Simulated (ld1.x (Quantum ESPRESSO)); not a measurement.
## Zr (Z = 40): excitation energies, all-electron against TM

- Element: Zr (Z = 40)
- Generator: ld1.x (Quantum ESPRESSO) 7.5
- Type: norm-conserving Troullier–Martins (Kleinman–Bylander form)
- Functional: Wu–Cohen
- Relativity: scalar-relativistic
- Frozen core: [Ar] 3d10
- Valence charge: 12
- Reference configuration: 4s2 4p6 4d2 5s1.5 5p0 (charge +0.5)
- Partial waves: 4s (bound): rc 1.85 bohr; 4p (bound): rc 1.90 bohr; 4d (bound): rc 2.75 bohr
- Local potential: all-electron potential smoothed inside 2.70 bohr (lloc = -2)
- Core correction: none

Occupied shells without a wave of their own: 5s. They enter only through the test configuration that unscreens the potential.

Energies are relative to the spin-unpolarised reference configuration 4s2 4p6 4d2 5s1.5 5p0; without spin polarisation the order of configurations can differ from experiment. The frozen-core shift is the all-electron ΔE with the core orbitals held at their reference shape minus the fully relaxed ΔE.

| valence configuration | charge | ΔE all-electron (eV) | error AE − PS (meV) | frozen-core shift (meV) |
| --- | --- | --- | --- | --- |
| 4s2 4p6 4d2 5s2 5p0 | 0 | -2.903 | -225 | -0.4 |
| 4s2 4p6 4d2 5s1 5p0 | +1 | 4.280 | +284 | +0.6 |
| 4s2 4p6 4d1 5s2 5p1 | 0 | 0.121 | -528 | -3.2 |
| 4s2 4p6 4d3 5s1 5p0 | 0 | -1.678 | +196 | +2.1 |
| 4s2 4p6 4d2.5 5s1.5 5p0 | 0 | -2.373 | +2.3 | +0.8 |
| 4s2 4p5 4d2 5s2 5p0 | +1 | 35.073 | -452 | +15 |

(1) What are ΔE and the potential's error for 4s2 4p6 4d2 5s0 5p0?

Levels in the configuration 4s2 4p5 4d2 5s2 5p0:

```
level  all-electron (eV)  pseudo (eV)
   4s            -66.426      -66.828
   4p            -43.934      -44.241
   4d            -13.265      -13.362
   5s            -11.454      -10.817
```

The potential misses its own reference levels by up to 0.5 eV.

## Answers

(1) ΔE = 17.148 eV all-electron; the error (AE − PS) is +1066 meV.

The 5s level has no wave, so the channel is fitted at the deeper level alone: the likely source of the large errors. A variational frozen-core shift is positive and of second order in the change. This column holds negative values, so the frozen-core run of ld1.x carries numerical noise or an error of first order here, and the column gives no more than the rough size of the effect.
